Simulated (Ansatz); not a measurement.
C₂H₄GeS, SMILES `S=[C]1[CH2][GeH2]1`, relaxed with RKS PBE-D4/def2-SVP in Ansatz 0.2.0 from a rough embedded geometry. The force threshold is 0.03 eV/Å; the program also tests the step.

Total charge 0; spin multiplicity 1.

Start:

```xyz
8

S     1.744   -1.664    0.357
C     0.799   -0.701    0.092
C     0.225    0.291   -0.791
Ge   -0.889    0.406    0.549
H     0.851    1.209   -0.942
H    -0.223   -0.158   -1.732
H    -0.483    1.262    1.788
H    -2.024   -0.645    0.677
```

| step | energy (eV) | largest force (eV/Å) | largest move (Å) |
| --- | --- | --- | --- |
| 1 | -69459.7717 | 13.330 | 0.000 |
| 2 | -69461.6687 | 4.907 | 0.098 |
| 3 | -69462.3779 | 1.364 | 0.200 |
| 4 | -69462.4075 | 0.569 | 0.164 |
| 5 | -69462.4520 | 0.269 | 0.154 |
| 6 | -69462.4599 | 0.084 | 0.046 |
| 7 | -69462.4609 | 0.040 | 0.019 |
| 8 | -69462.4622 | 0.033 | 0.024 |
| 9 | -69462.4630 | 0.052 | 0.017 |
| 10 | -69462.4666 | 0.179 | 0.089 |
| 11 | -69462.4715 | 0.388 | 0.076 |
| 12 | -69462.4816 | 0.542 | 0.065 |
| 13 | -69462.4975 | 0.391 | 0.047 |
| 14 | -69462.5059 | 0.486 | 0.189 |
| 15 | -69462.5141 | 0.372 | 0.094 |
| 16 | -69462.5199 | 0.134 | 0.049 |
| 17 | -69462.5225 | 0.075 | 0.033 |
| 18 | -69462.5230 | 0.023 | 0.014 |

End:

```xyz
8

S     2.172   -1.430    0.483
C     0.763   -0.774    0.030
C     0.291    0.256   -0.878
Ge   -0.831    0.066    0.842
H     0.987    1.013   -1.287
H    -0.483   -0.070   -1.603
H    -0.592    1.069    1.992
H    -2.307   -0.129    0.420
```

Hardware: 2 threads of an Arm Neoverse V2 on a shared host. Wall time 32 s, peak host memory 0.14 GiB.
